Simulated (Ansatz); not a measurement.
Ansatz (an electronic-structure program) job for Cl3HOZr, SMILES [OH][Zr]([Cl])([Cl])[Cl], multiplicity 1, PBE-D3(BJ)/def2-SVP. 

Ansatz 0.2 input:
```yaml
crystal:
  periodic: [false, false, false]
  atoms:
    - {symbol: Zr, position_ang: [0.00000000, -0.00000000, 0.21022864]}
    - {symbol: Cl, position_ang: [-1.91768477, 1.10717582, -0.55225214]}
    - {symbol: Cl, position_ang: [1.91768477, 1.10717582, -0.55225214]}
    - {symbol: Cl, position_ang: [0.00000000, -2.21435163, -0.55225215]}
    - {symbol: O, position_ang: [0.00000000, -0.00000001, 2.08858166]}
    - {symbol: H, position_ang: [0.00000000, -0.00000001, 3.04706053]}
basis:
  gaussian:
    orbitals: def2-SVP
hamiltonian:
  xc: pbe
  dispersion: d3bj
relax: {f_tol: 0.002, max_steps: 200}
```

It prints:

```
WARN ansatz: RAYON_NUM_THREADS=2 ignored (pool sized by the plan → 2); use --threads N
Functional definition: PBE
integrals: 0.05 GiB planned
1064 factors; their error is unknown
mean field: 0.29 GiB planned
mean field evaluation 1: about -40883.2733 eV, gradient 6.1e1 eV
mean field evaluation 2: about -40783.1526 eV, gradient 2.0e2 eV
mean field evaluation 4: about -40888.3875 eV, gradient 2.3e1 eV
mean field evaluation 8: about -40889.8854 eV, gradient 1.1e-1 eV
mean field evaluation 16: about -40889.8403 eV, gradient 2.1e-4 eV
mean field -40889.84025050 eV, -1502.6739130767 hartree, gradient 1.9e-5 eV, S^2 0.000000; 0 other end points of the search recorded, 0 dependent functions left out
the calculation of the forces begins
reference -40889.84033325 eV, -1502.6739161175 hartree; 36, 36 occupied and 68, 68 virtual orbitals, 1064 factors
relax step   1: F+E_penalty+E_count = -40890.02816760 eV  Δ(F+E_penalty+E_count) = +0.000e0 eV  max|allowed force component| = 5.307e-1 eV/Å  Δτ_max = 0.0000 Å  (29 SCF iters, accepted)
these checks for a lower state are left out or cut short: starts, cluster_reference, orbital_swaps, neighbouring_geometries, increment
integrals: 0.05 GiB planned
1064 factors; their error is unknown
mean field: 0.29 GiB planned
mean field -40889.85066889 eV, -1502.6742959455 hartree, gradient 2.4e-5 eV, S^2 0.000000; 0 other end points of the search recorded, 0 dependent functions left out
the calculation of the forces begins
reference -40889.85075172 eV, -1502.6742989893 hartree; 36, 36 occupied and 68, 68 virtual orbitals, 1064 factors
relax step   2: F+E_penalty+E_count = -40890.03671371 eV  Δ(F+E_penalty+E_count) = -8.546e-3 eV  max|allowed force component| = 1.352e-1 eV/Å  Δτ_max = 0.0187 Å  (30 SCF iters, accepted)
these checks for a lower state are left out or cut short: starts, cluster_reference, orbital_swaps, neighbouring_geometries, increment
integrals: 0.05 GiB planned
1064 factors; their error is unknown
mean field: 0.29 GiB planned
mean field evaluation 32: about -40889.8511 eV, gradient 1.4e-4 eV
mean field -40889.85109283 eV, -1502.6743115251 hartree, gradient 2.4e-5 eV, S^2 0.000000; 0 other end points of the search recorded, 0 dependent functions left out
the calculation of the forces begins
reference -40889.85117561 eV, -1502.6743145672 hartree; 36, 36 occupied and 68, 68 virtual orbitals, 1064 factors
relax step   3: F+E_penalty+E_count = -40890.03762594 eV  Δ(F+E_penalty+E_count) = -9.122e-4 eV  max|allowed force component| = 1.085e-2 eV/Å  Δτ_max = 0.0058 Å  (30 SCF iters, accepted)
these checks for a lower state are left out or cut short: starts, cluster_reference, orbital_swaps, neighbouring_geometries, increment
integrals: 0.05 GiB planned
1064 factors; their error is unknown
mean field: 0.29 GiB planned
mean field -40889.85107642 eV, -1502.6743109220 hartree, gradient 6.1e-5 eV, S^2 0.000000; 0 other end points of the search recorded, 0 dependent functions left out
the calculation of the forces begins
reference -40889.85115920 eV, -1502.6743139639 hartree; 36, 36 occupied and 68, 68 virtual orbitals, 1064 factors
relax step   4: F+E_penalty+E_count = -40890.03763897 eV  Δ(F+E_penalty+E_count) = -1.302e-5 eV  max|allowed force component| = 5.322e-3 eV/Å  Δτ_max = 0.0014 Å  (20 SCF iters, accepted)
these checks for a lower state are left out or cut short: starts, cluster_reference, orbital_swaps, neighbouring_geometries, increment
integrals: 0.05 GiB planned
1064 factors; their error is unknown
mean field: 0.29 GiB planned
mean field -40889.85107365 eV, -1502.6743108201 hartree, gradient 1.3e-5 eV, S^2 0.000000; 0 other end points of the search recorded, 0 dependent functions left out
the calculation of the forces begins
reference -40889.85115642 eV, -1502.6743138620 hartree; 36, 36 occupied and 68, 68 virtual orbitals, 1064 factors
relax step   5: F+E_penalty+E_count = -40890.03763981 eV  Δ(F+E_penalty+E_count) = -8.421e-7 eV  max|allowed force component| = 6.031e-4 eV/Å  Δτ_max = 0.0004 Å  (20 SCF iters, accepted)
integrals: 0.05 GiB planned
1064 factors; their error is unknown
mean field: 0.29 GiB planned
mean field evaluation 64: about -40889.8511 eV, gradient 2.0e-5 eV
mean field -40889.85107365 eV, -1502.6743108201 hartree, gradient 1.3e-5 eV, S^2 0.000000; 1 other end points of the search recorded, 0 dependent functions left out
the calculation of the forces begins
reference -40889.85115642 eV, -1502.6743138620 hartree; 36, 36 occupied and 68, 68 virtual orbitals, 1064 factors
Total energy: -40890.03772258 eV, -1502.6811700419 hartree
Atom 0 at    -0.000000     0.000041     0.206068 Å, force    -0.000000     0.000001     0.000484 eV/Å
Atom 1 at    -1.926487     1.112164    -0.561313 Å, force    -0.000017     0.000009    -0.000072 eV/Å
Atom 2 at     1.926487     1.112164    -0.561313 Å, force     0.000017     0.000009    -0.000072 eV/Å
Atom 3 at    -0.000000    -2.224386    -0.561348 Å, force    -0.000000    -0.000022    -0.000072 eV/Å
Atom 4 at     0.000000     0.000018     2.099382 Å, force     0.000000     0.000012    -0.000603 eV/Å
Atom 5 at     0.000000    -0.000001     3.067637 Å, force     0.000000    -0.000009     0.000335 eV/Å
Dipole moment:    -0.000000     0.000035     0.631696 e Å
```

Self-consistency was reached.
